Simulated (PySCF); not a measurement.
**Ni(OH)₂: PBE0 against B3LYP**

Base calculation in PySCF with density fitting and no spin–orbit coupling, PBE0/def2-TZVP (no relativity): triplet, C2h, Ni–O 1.732 Å (×2), O–H 0.956 Å (×2); H–O–Ni 127.2° (×2), O–Ni–O 180.0°; wavenumbers 131, 180, 381, 488, 630, 665, 812, 3939, 3941 cm⁻¹; polar-tensor charge of Ni 1.13 e, atomisation energy (no zero-point energy) 1600 kJ/mol.

Question: What changes on going to B3LYP/def2-TZVP (no relativity)?

Answer: The point group stays the same. Changes: mean bond to Ni +0.003 Å, highest wavenumber -60 cm⁻¹, lowest wavenumber -12 cm⁻¹, polar-tensor charge of Ni -0.07 e, atomisation energy (no zero-point energy) +12 kJ/mol. The new structure has Ni–O 1.735 Å (×2), O–H 0.959 Å (×2); H–O–Ni 130.1° (×2), O–Ni–O 180.0°, with wavenumbers 119, 170, 350, 468, 575, 656, 806, 3878, 3881 cm⁻¹.

Open d or f shells are single determinants, so the state found may not be the ground state. Only the bonding shown was studied: isomers, or loss of a ligand pair, can lie lower.
